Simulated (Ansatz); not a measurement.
Input for Ansatz (a first-principles code): U-B3LYP/cc-pVTZ on FGeH3O (SMILES [OH][GeH2][F]), a point of a bond scan (R = 3.511 Å).

Ansatz 0.2 input:
```yaml
crystal:
  periodic: [false, false, false]
  atoms:
    - {symbol: Ge, position_ang: [-0.22747459, -0.25087345, 0.02663045]}
    - {symbol: O, position_ang: [1.45573431, -0.40020062, -0.50453156]}
    - {symbol: F, position_ang: [-0.54577123, 1.44651198, 0.30987347]}
    - {symbol: H, position_ang: [-2.19926013, -1.27546772, -2.69210854]}
    - {symbol: H, position_ang: [-0.46978155, -0.93226496, 1.38080844]}
    - {symbol: H, position_ang: [2.09980761, -0.16043852, 0.16983856]}
basis:
  gaussian:
    orbitals: cc-pVTZ
hamiltonian:
  xc: {name: B3LYP}
magnetization: {spin_polarized: true, initial_magnetization: 0}
```

The head of its log:

```
WARN ansatz: RAYON_NUM_THREADS=1 ignored (pool sized by the plan → 1); use --threads N
Functional definition: B3LYP
integrals: 0.05 GiB planned
907 factors; their error is unknown
mean field: 0.72 GiB planned
mean field evaluation 1: about -61324.8767 eV, gradient 4.9e1 eV
mean field evaluation 2: about -61268.0650 eV, gradient 1.2e2 eV
```

Task: Predict the final total energy.

Result: -2253.9520 hartree. Its determinant has ⟨S²⟩ = 0.92, a mixture of spin states.
